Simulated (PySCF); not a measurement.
SMILES [SiH2]([SiH2]F)[SiH3] (H7FSi3) at its CAM-B3LYP/def2-SVP optimised geometry (Å):

```
11

Si    -1.3511    -1.8422     1.8742
Si    -0.5113    -0.7078     0.0000
Si    -1.3014    -1.8435    -1.8955
F     -2.6233    -2.6708    -1.4136
H     -0.9833    -3.2823     1.7900
H     -0.7894    -1.2753     3.1321
H     -2.8332    -1.7176     1.9061
H     -0.9803     0.7078     0.0000
H      0.9803    -0.7078     0.0000
H     -0.3082    -2.8313    -2.3960
H     -1.7076    -0.9458    -3.0089
```

Level of theory: CAM-B3LYP/def2-TZVP (PySCF 2.14.0).

Map of the electron localisation function on the plane z = 1.2 Å:

```
|                               |
|                               |
|                               |
|                               |
|                               |
|         ....                  |
|       .:---:.                 |
|      .-=+*++-.                |
|     .:=*###*=:.               |
|     .-+*###*+:.               |
|     .:=*###*=:.               |
|      :-+***+-:.               |
|      .:-====-:.               |
|       .:----:..    ....       |
|       ..::-::..  ..::-:.      |
|       .::---:.....:-=+=-.     |
|      .:-====-::.::-+***+-.    |
|..   .:=**##*+=-::-=+###*=.    |
|=::..:=*#%%%%#+=-:-=*###*=:    |
|#*=-:-+#%@@@@%#+-:-=+*##*=.    |
|@%*+==+#@@@@@@%*=::-=+**+-.    |
|@@%#+++*%@@@@@%*=:::-====:.    |
|@@@%*+===*%@@@%*=:...::::.     |
|@@@%#+:..:+%@@%*-:.  ....      |
|@@@@#=.  .:*%%#+-.             |
|@@@%#-.   :=**+-:.             |
|@@@%*-.  .:=+=-:.              |
|@@%*=::::-+++=-..              |
|%#+-::-+*#%##+-:.              |
|=-:..:+#%@@@%#*-.              |
|.....-*%@@@@@@%*-.             |
```
Scale: ten equal steps from 0.000 (start of ' ') to 0.994 (end of '@'), in the order ' .:-=+*#%@'; x runs from -3.00 to 3.00, y from -3.00 (bottom) to 3.00 (top).
